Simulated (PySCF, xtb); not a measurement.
C₂H₁₀Si₂, SMILES [SiH3][SiH](C)C.

Harmonic wavenumbers (cm⁻¹) from GFN2-xTB in xtb 6.7.1 at its own minimum, in rising order: 19, 120, 125, 127, 159, 190, 425, 431, 448, 609, 622, 696, 744, 784, 793, 818, 819, 829, 832, 849, 1373, 1376, 1490, 1493, 1494, 1498, 2119, 2215, 2224, 2229, 3024, 3028, 3029, 3034, 3037, 3039.

### Question
What does r2SCAN-D4/def2-SVP in PySCF give at its own minimum? (Estimate from the structure and the level; the computed values follow.)

### Answer
101, 127, 152, 164, 180, 202, 407, 466, 487, 608, 650, 695, 702, 757, 834, 857, 892, 899, 935, 938, 1249, 1256, 1425, 1427, 1435, 1438, 2181, 2195, 2205, 2208, 3031, 3032, 3134, 3135, 3142, 3143. Paired by order, the mean absolute difference is 51 cm⁻¹ and the zero-point energies are 66.0 and 66.7 kcal/mol.
